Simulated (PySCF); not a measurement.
Molecule: `O=C([O-])[C@@H](F)CC(F)(F)F`, [C4H3F4O2]-.

Bonds (- single, = double, # triple, : aromatic): O1=C2, C2-O3, C2-C4, C4-F5, C4-C6, C6-C7, C7-F8, C7-F9, C7-F10. C4 carries H11; C6 carries H12, H13. Formal charges: O3 -1. Stereochemistry as in O=C([O-])[C@@H](F)CC(F)(F)F.

Total charge -1. H12 is pro-R; H13 is pro-S.

Frames of a GFN2-xTB Langevin trajectory at 400 K; GIAO PBE0/pcSseg-1 shieldings in PySCF 2.14, gas phase, non-relativistic; equivalent atoms averaged within each frame.

Chemical shifts δ = σref − σ; $^{17}$O (336.08 ppm) against H2O; TMS for $^{13}$C (186.93 ppm), $^{1}$H (31.72 ppm); $^{19}$F (170.95 ppm) against CFCl3, all at this level. The references are static minima.

Question: How do the shifts (ppm) fluctuate along the trajectory?

Answer: 
```
         time (fs)     O1     O3     C2     C7     C4    C6  F8/F9/F10      F5   H11   H12
optimised geometry  313.5  304.0  164.2  140.7   94.7  44.4      -83.6  -216.2  4.64  4.94
               250  328.1  300.3  163.5  144.5  103.2  49.0      -76.9  -207.9  6.25  3.84
               425  333.2  317.9  164.7  129.1   98.7  45.3      -96.9  -208.6  6.77  3.43
               625  367.5  308.4  166.0  144.1   95.3  54.9      -67.4  -185.8  5.54  4.19
               800  302.7  254.7  155.4  136.4  106.5  43.9      -92.2  -211.6  4.84  3.27
              1000  318.3  316.1  170.6  144.8  103.0  42.7      -65.9  -209.9  5.54  6.40
    mean of frames  330.0  299.5  164.0  139.8  101.3  47.2      -79.9  -204.7  5.79  4.23
standard deviation   24.0   26.0    5.5    6.9    4.4   4.9       14.2    10.7  0.74  1.27
```

5 frames give an uncertainty of the mean of about the standard deviation over 2.2 at best, since frames this close in time may not be independent; classical motion lacks zero-point vibration, and the reference would need the same averaging.
